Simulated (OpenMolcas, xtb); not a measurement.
**SiH2O2F (SMILES O[Si](O)F): the vertical electron affinity, rung by rung**

The species is SiH2O2F (6 atoms), meant as a doublet with charge 0. As SMILES, `O[Si](O)F`. Geometry: relaxed at PBE0-D4/def2-TZVP. This is one conformer, not always the lowest.

```xyz
6

O    -0.8873    1.0320   -0.6263
Si    0.3829    0.0262   -0.4465
O     0.3463   -0.5607    1.0834
F     0.1594   -1.1339   -1.5163
H    -1.0516    1.6588    0.0811
H     1.0923   -1.0866    1.3785
```

Quantity: the vertical electron affinity (to the singlet anion), in eV. The values are calculated.

The electron affinity is E(neutral) − E(anion): positive where the electron is bound.

```json
{"level": "GFN2-xTB", "kind": "semi-empirical", "program": "xtb", "value (eV)": "4.52", "CPU time (all runs)": "under 2 s"}
{"level": "UHF/aug-cc-pVDZ", "kind": "Hartree–Fock", "program": "OpenMolcas", "value (eV)": "-0.29", "CPU time (all runs)": "33 s"}
{"level": "USVWN5/aug-cc-pVDZ", "kind": "LDA", "program": "OpenMolcas", "value (eV)": "1.20", "CPU time (all runs)": "87 s"}
{"level": "UBLYP/aug-cc-pVDZ", "kind": "GGA", "program": "OpenMolcas", "value (eV)": "0.98", "CPU time (all runs)": "1.9 min"}
{"level": "UPBE/aug-cc-pVDZ", "kind": "GGA", "program": "OpenMolcas", "value (eV)": "0.97", "CPU time (all runs)": "1.9 min"}
{"level": "UTPSS/aug-cc-pVDZ", "kind": "meta-GGA", "program": "OpenMolcas", "value (eV)": "0.84", "CPU time (all runs)": "2.7 min"}
{"level": "UB3LYP/aug-cc-pVDZ", "kind": "global hybrid", "program": "OpenMolcas", "value (eV)": "1.03", "CPU time (all runs)": "2 min"}
```

Where it was recorded, the anion's HOMO is positive in USVWN5/aug-cc-pVDZ, UBLYP/aug-cc-pVDZ, UPBE/aug-cc-pVDZ, UTPSS/aug-cc-pVDZ, UB3LYP/aug-cc-pVDZ: a fault of the level (basis or self-interaction), which says nothing on whether the real anion is bound. The values span -0.29 to 4.52 eV. The xTB values lack the empirical shift that such differences need. CPU times are rough (shared hosts, several kinds of processor and program).
